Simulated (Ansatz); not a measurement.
Reactions of C2H3FGe, SMILES `F[C]1=[CH][GeH2]1`.

Gas-phase electronic energies from Ansatz, PBE0-D4/def2-TZVP geometries. CBS: MP2 limit from def2 TZ/QZ plus the TZ coupled-cluster correction, frozen cores. This one scheme is used for every species, atoms too. DFT in def2-TZVPP. No spin–orbit coupling; open shells (•) take unrestricted orbitals. Spin–orbit coupling would lower the free atoms: a little for C, F; clearly for Ge. Bonds to Ge are less sure, by a few kJ/mol each and by 10 to 20 or more in all where they break to atoms, as the def2 sets lack core-valence functions. Scalar relativity is left out up to krypton. One conformer a species, not always the lowest.

| reaction | PBE0-D4 (kcal/mol) | MP2/CBS(def2) (kcal/mol) | r2SCAN-D4 (kcal/mol) | B2PLYP (kcal/mol) | CCSD(T)/CBS(def2) (kcal/mol) |
| --- | --- | --- | --- | --- | --- |
| `F[C]1=[CH][GeH2]1` → 2 C• + F• + Ge• + 3 H• | 589.6 | 601.0 | 590.4 | 578.2 | 586.0 |
| `F[C]1=[CH][GeH2]1` → `C#[C][GeH2][F]` | -37.7 | -48.4 | -40.3 | -47.4 | -46.2 |
| `F[C]1=[CH][GeH2]1` + CH₃OH → `CO[C]1=[CH][GeH2]1` + H–F | -9.7 | -13.1 | -9.1 | -9.0 | -10.9 |
| `F[C]1=[CH][GeH2]1` + HCl → `Cl[C]1=[CH][GeH2]1` + H–F | -7.0 | -12.2 | -5.9 | -6.7 | -8.9 |

Largest T1 diagnostic: 0.014, for `F[C]1=[CH][GeH2]1`.
